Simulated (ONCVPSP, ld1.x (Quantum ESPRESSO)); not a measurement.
## Potentials for phosphorus (P) compared

Generated with ld1.x 7.5 (TM, RRKJ, ultrasoft, PAW), atompaw 4.2 or ONCVPSP 4.0.1. The cutoff is in Ry: for ld1.x and atompaw files where the sum of valence levels is converged to 10 mRy in a Bessel basis, for ONCV files where the hardest occupied wave has 1 mHa per electron of residual kinetic energy. The error is the largest all-electron minus pseudo excitation energy over each file’s own four to seven test configurations (ionisations up to +4, promotions, holes and added fractions of an electron), all of which were solved. The labels leave out finer settings (local radius, basis sizes, second energies), which also bear on the numbers. Spin-polarised tests are not counted. The rows are a selection from randomly drawn settings: files with unsolved tests, undetermined cutoffs or missed reference levels are left out.

| potential | cutoff (Ry) | largest error (meV) | bound ghosts |
| --- | --- | --- | --- |
| TM, LDA (PZ), non-relativistic, rc 1.50/1.75 (sp), local smoothed, core correction no, reference 3s2 3p3 | 21 | +165 | none |
| RRKJ, PBE, non-relativistic, rc 1.25/1.35 (sp), local s, core correction no, reference 3s2 3p2.75 | 50 | +201 | none |
| ONCV, LDA (Perdew-Zunger), scalar-relativistic, rc 0.70/1.00/0.90 (spd), local smoothed, core correction no, reference 2s2 2p6 3s2 3p3, qcut 15.5/15.4/11.2, projectors 2/2/2 | 186 | +11 | none |
| TM, PBE, scalar-relativistic, rc 1.40/1.85 (sp), local s, core correction no, reference 3s2 3p3 | 30 | +214 | none |
| ONCV, PBE, scalar-relativistic, rc 1.00/0.85 (sp), local smoothed, core correction yes, reference 2s2 2p6 3s2 3p1, qcut 15.5/19.6, projectors 2/2 | 261 | +4.9 | none |
| ONCV, LDA (Perdew-Wang 92), fully relativistic, rc 1.70/2.00/1.75 (spd), local smoothed, core correction yes, reference 3s1.5 3p3.5, qcut 3.6/4.2/6.4, projectors 2/2/2 | 54 | +22 | none |

Q: Fill in the row for P: ultrasoft, LDA (PZ), non-relativistic, rc 1.75/2.05/1.65 (spd), local smoothed, core correction no, reference 3s2 3p2.5.

A: cutoff 15 Ry, largest error +455 meV, bound ghosts: none.
